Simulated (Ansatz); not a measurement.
Species: MoCl, charge 0, multiplicity 4. The spin state was set by rule; other spins were not relaxed. SMILES: [Cl][Mo]
Structure (B3LYP-D3(BJ)/def2-TZVP (Ansatz, a first-principles code) minimum search):
```xyz
2

Mo     0.0000     0.0000    -0.6552
Cl     0.0000     0.0000     1.6188
```
Charge 0, spin multiplicity 4.

Task: Give the harmonic wavenumbers at B3LYP-D3(BJ)/def2-TZVP (Ansatz, finite differences of forces, unscaled).

Result: 373 cm⁻¹. Zero-point energy 0.5 kcal/mol.

Task: From these and the geometry, give the ideal-gas thermochemistry at 298.15 K and 1 atm (rigid rotor, harmonic oscillator).

Result: Point group C∞v, rotational symmetry number 1. Rotational constants 3.775, 3.775 GHz. S(trans) 40.53, S(rot) 16.70, S(vib) 1.07, S(elec, spin only) 2.75, S 61.1 cal/(mol K). H(298) - H(0) 2.28 kcal/mol; G - E(el) -15.4 kcal/mol.
